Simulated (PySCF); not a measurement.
Species: C₃H₇ClOSi.
SMILES: `C/C=C(/Cl)O[SiH3]`

Torsions of this conformer, `[CH3:1]/[CH:2]=[C:3](/[Cl:4])[O:5][SiH3:6]`: C2–C3–O5–Si6 180°.

The closed-shell ground state was solved at several levels (PySCF, density fitting, gas phase, non-relativistic). Geometry: PBE0-D3(BJ)/def2-SVP, one conformer, isolated molecule.

```json
{"level": "B3LYP/pcSseg-1", "basis functions": "151", "HOMO (eV)": "-6.35", "LUMO (eV)": "-0.06", "gap (eV)": "6.29", "dipole (D)": "0.75"}
{"level": "LC-wPBE/pcSseg-1", "basis functions": "151", "HOMO (eV)": "-9.22", "LUMO (eV)": "2.38", "gap (eV)": "11.60", "dipole (D)": "0.78"}
{"level": "HF/pcSseg-1", "basis functions": "151", "HOMO (eV)": "-9.14", "LUMO (eV)": "3.44", "gap (eV)": "12.58", "dipole (D)": "0.72"}
{"level": "PBE/pcSseg-1", "basis functions": "151", "HOMO (eV)": "-5.40", "LUMO (eV)": "-0.80", "gap (eV)": "4.60", "dipole (D)": "0.80"}
{"level": "PBE0/cc-pVDZ", "basis functions": "127", "HOMO (eV)": "-6.41", "LUMO (eV)": "0.36", "gap (eV)": "6.77", "dipole (D)": "0.77"}
```

Problem. What might PBE0/def2-SVP (127 basis functions) give for the same quantities?

Solution. HOMO -6.46 eV, LUMO 0.47 eV, gap 6.93 eV, dipole 0.62 D.

Problem. Over all these levels, which gives the widest orbital gap and which the narrowest?

Solution. HF/pcSseg-1 (Hartree–Fock, all exact exchange) has the widest, 12.58 eV, and PBE/pcSseg-1 (GGA) the narrowest, 4.60 eV. The two share the basis. From the narrowest to the widest the HOMO moves by -3.74 eV and the LUMO by +4.24 eV.

Problem. In the pcSseg-1 basis, how does the gap go with the fixed share of exact exchange?

Solution. PBE (0 %) 4.60 eV; B3LYP (20 %) 6.29 eV; HF (100 %) 12.58 eV. Each rise in the share widens the gap here.

Problem. How far do the dipole and the HOMO energy spread over the levels?

Solution. The dipole runs from 0.62 to 0.80 D (mean 0.74 D) and the HOMO from -9.22 to -5.40 eV.
